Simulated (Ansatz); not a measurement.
Ge2H6O2 (`[OH][GeH2][GeH2][OH]`). Total charge 0; spin multiplicity 1. All single points use the PBE0-D4/def2-TZVP geometry. It is one conformer, not always the lowest.

```xyz
10

O    -2.050    0.084   -1.201
Ge   -0.566    0.975   -0.762
Ge    0.963   -0.459    0.473
O     0.256   -0.607    2.108
H    -1.871   -0.691   -1.738
H    -1.069    2.151    0.082
H     0.125    1.486   -2.048
H     2.385    0.138    0.580
H     1.079   -1.865   -0.163
H     0.748   -1.211    2.669
```

Problem. What is the dipole moment at PBE/def2-TZVPP? (Estimate.)

Solution. Ansatz gave: 2.35 D, with components (1.98, -1.10, -0.63) D in this frame, pointing from negative to positive charge.

Problem. And with r2SCAN, B3LYP, ωB97M-V? (Best estimate.)

Solution. Computed: r2SCAN 2.47 D, B3LYP 2.56 D, ωB97M-V 2.61 D.

Problem. Give the Mulliken charges with PBE, ωB97M-V, r2SCAN in def2-TZVPP. (Best estimate.)

Solution. Ansatz gave: 
| atom | PBE | ωB97M-V | r2SCAN |
| --- | --- | --- | --- |
| O1 | -0.38 | -0.41 | -0.44 |
| Ge2 | 0.29 | 0.27 | 0.33 |
| Ge3 | 0.24 | 0.23 | 0.29 |
| O4 | -0.39 | -0.42 | -0.44 |
| H5 | 0.17 | 0.16 | 0.19 |
| H6 | 0.00 | 0.03 | 0.00 |
| H7 | -0.03 | 0.00 | -0.04 |
| H8 | -0.04 | 0.00 | -0.04 |
| H9 | -0.04 | -0.01 | -0.04 |
| H10 | 0.18 | 0.16 | 0.19 |

B3LYP here is the variant with VWN-RPA as its local correlation; programs differ in this.
